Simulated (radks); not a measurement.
Question: Species: Co9+. Configuration: [Ar]. Calculated with a radial shooting solver on a logarithmic mesh with Libxc functionals: non-relativistic Kohn-Sham, LB94 model potential, spin-polarised, spherical densities, point nucleus. Some entries of the table are withheld. Estimate them.

orbital,occ.,eigenvalue (hartree),<1/r> (bohr^-1),<r^2> (bohr^2)
1s,2,-287.2709,(1),(2)
2s,2,-41.91529,5.722,0.07779
2p,6,-37.64757,5.691,0.06176
3s,2,-11.34508,1.980,(3)
3p,6,-10.03078,1.909,0.5981

Answer: 
(1) 1s <1/r> (bohr^-1): 26.54
(2) 1s <r^2> (bohr^2): 0.004321
(3) 3s <r^2> (bohr^2): 0.5858
